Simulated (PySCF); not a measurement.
B3LYP has the VWN-RPA correlation part, as in Gaussian. Excitations are Tamm–Dancoff values on a coarser integration grid. The basis has no diffuse functions, so Rydberg states are missing or too high.

Species: C9H10SSi, SMILES `Cc1cc2ccsc2cc1[SiH3]` (charge 0, multiplicity 1).

Question: What is the computed S1 excitation (TDA), S1–T1 gap (TDA) and LUMO (B3LYP-D3(BJ)/def2-TZVP // B3LYP-D3(BJ)/def2-SVP in PySCF)?

Answer: 
```json
{
  "S1 excitation (TDA)": "4.42 eV",
  "S1–T1 gap (TDA)": "1.13 eV",
  "LUMO": "-1.28 eV"
}
```
